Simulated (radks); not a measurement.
The numbers below are computed, except where a source is named.
Species: Dy III. Configuration: [Xe] 4f9 5f1 (not the ground configuration).

Code: a radial shooting solver on a logarithmic mesh with Libxc functionals. Model: scalar-relativistic Kohn-Sham, PBE, spin-unpolarised, spherical densities, finite nucleus; Fermi nuclear charge, rms radius 5.2218 fm.

Energy parts (eV):
total: -330750.75
kinetic: 356775.32
electron-nucleus: -807682.07
Hartree: 127287.00
exchange-correlation: -7130.99

Orbitals (lengths in bohr, moments of r in powers of bohr):
orbital  occ.  eigenvalue (eV)      <r^4>
1s          2        -53677.51  9.917e-07
2s          2        -8961.740  0.0001559
2p          6        -7955.469  0.0001175
3s          2        -2016.629   0.005958
3p          6        -1707.633   0.006266
3d         10        -1310.071   0.004956
4s          2        -420.9199     0.1455
4p          6        -319.0641     0.1914
4d         10        -180.2636     0.2991
5s          2         -72.9322      4.899
5p          6         -48.2883      9.357
4f          9         -29.3229      1.899
5f          1          -6.2580       1982

The highest occupied level is 5f at -6.258 eV. Summed over all electrons, <r^2> = 70.73 bohr^2, which gives a Langevin (diamagnetic) susceptibility term of -56 x 10^-6 cm^3/mol.
